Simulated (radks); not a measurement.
All-electron atom: Ir21+ in [Kr] 4d10 4f10. Method: scalar-relativistic Kohn-Sham, BLYP, spin-unpolarised, spherical densities, point nucleus; computed with a radial shooting solver on a logarithmic mesh with Libxc functionals.

Radial electron density D(r) = 4 pi r^2 rho(r):

```
   r/bohr * D(r) (the largest magnitude, 143, reaches the edge; | marks zero)
 0.001071 |   *
 0.001373 |     *
 0.001759 |       *
 0.002254 |          *
 0.002888 |              *
 0.003701 |                   *
 0.004743 |                         *
 0.006078 |                               *
 0.007788 |                                    *
 0.009901 |                                       *
  0.01269 |                                        *
  0.01626 |                                      *
  0.02083 |                                   *
   0.0267 |                                    *
  0.03421 |                                           *
  0.04384 |                                                   *
  0.05618 |                                                      *
    0.072 |                                                *
  0.09226 |                                          *
   0.1182 |                                             *
   0.1515 |                                                  *
   0.1942 |                                         *
   0.2488 |                           *
   0.3188 |                          *
   0.4086 |                             *
   0.5236 |                    *
   0.6709 |        *
   0.8597 | *
    1.102 *
    1.412 *
```

D(r) has 4 maxima, at r = 0.0117, 0.0540, 0.149, 0.389 bohr, and minima at 0.0226, 0.0968, 0.281 bohr, inside which lie 1.89, 11.07, 30.00 electrons.
